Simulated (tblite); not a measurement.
Run record: tight-binding relaxation, `C1(C)([Se][Si@@H](NC)C1)C`.

Computed with GFN2-xTB geometry optimisation, gas phase (tblite 0.8.0). Start geometry: from a force field or distance geometry. A driver script takes a list of jobs; this job's settings line and coordinates (Å) are shown.

Command:
```bash
OMP_NUM_THREADS=1 python probes_run.py task.json out
```

Input:
```
{"job": {"kind": "relax", "xc": "GFN2-xTB", "basis": "xTB"}, "charge": 0, "multiplicity": 1}
C      3.256100    -0.771400    -0.022000
N      2.203600    -0.802000     0.994900
Si     1.150600     0.627300     0.839300
C     -0.058600     0.449000    -0.572200
C     -1.356600     0.271500     0.276600
C     -2.373400     1.387200    -0.023500
C     -1.987300    -1.105800     0.059300
Se    -0.687700     0.438500     2.127000
H      3.902400    -1.665700     0.085700
H      2.800000    -0.779900    -1.037400
H      3.882200     0.131400     0.103900
H      1.612700    -1.653700     0.831200
H      1.820900     1.931200     0.920300
H     -0.052300     1.357200    -1.194300
H      0.187900    -0.443400    -1.173200
H     -2.703600     1.342100    -1.067700
H     -3.255000     1.285700     0.641800
H     -1.912800     2.377900     0.165100
H     -2.313300    -1.228100    -0.986500
H     -2.865700    -1.229400     0.732200
H     -1.259100    -1.902500     0.309300
```

Output:
```
step      E/eV     max force
  0    -685.06410    1.610
  1    -685.20874    0.761
  2    -685.28225    0.498
  3    -685.30232    0.427
  4    -685.32975    0.377
  5    -685.34685    0.295
  6    -685.36206    0.302
  7    -685.37307    0.307
  8    -685.38600    0.318
  9    -685.39914    0.323
... (79 lines left out)
 89    -685.54057    0.016
 90    -685.54062    0.014
 91    -685.54068    0.016
 92    -685.54073    0.018
 93    -685.54078    0.016
 94    -685.54082    0.011
 95    -685.54086    0.011
 96    -685.54088    0.011
 97    -685.54091    0.010
 98    -685.54094    0.009
```

«max force» is the largest atomic force in eV/Å.

Task: From which step on does the largest force stay under 0.1 eV/Å, and how much energy is left to gain from there?

Result: From step 51 (0.065 eV/Å), 12.5 meV above the end.

In short: energy lowered by 11.0 kcal/mol over 98 steps; largest atomic force 0.009 eV/Å at the end.

Task: Where do the atoms end?

Result: 0.385 Å rms from the input after alignment:
```
atom  x, y, z in Å
C1     3.5097   -0.8775    0.0869
N2     2.2619   -0.7614    0.7970
Si3    1.1536    0.5249    0.6192
C4    -0.2255    0.5370   -0.7027
C5    -1.4551    0.2961    0.1976
C6    -2.4681    1.4213    0.1258
C7    -2.1037   -1.0503   -0.0633
Se8   -0.6004    0.2623    2.0654
H9     4.2744   -1.3086    0.7350
H10    3.4193   -1.5015   -0.8079
H11    3.8304    0.1146   -0.2186
H12    1.9511   -1.6347    1.1957
H13    1.8726    1.7918    0.7392
H14   -0.3132    1.4908   -1.2221
H15   -0.1471   -0.2356   -1.4677
H16   -2.8923    1.4771   -0.8769
H17   -3.2758    1.2521    0.8359
H18   -2.0002    2.3758    0.3602
H19   -2.5389   -1.0672   -1.0628
H20   -2.8923   -1.2397    0.6630
H21   -1.3691   -1.8503    0.0108
```

Task: How long does this job take on one thread, Arm Neoverse N1 (aarch64) (shared host)?

Result: About 1.6 s.
Labels such as C1 count atoms from 1, the log's own numbers from 0.
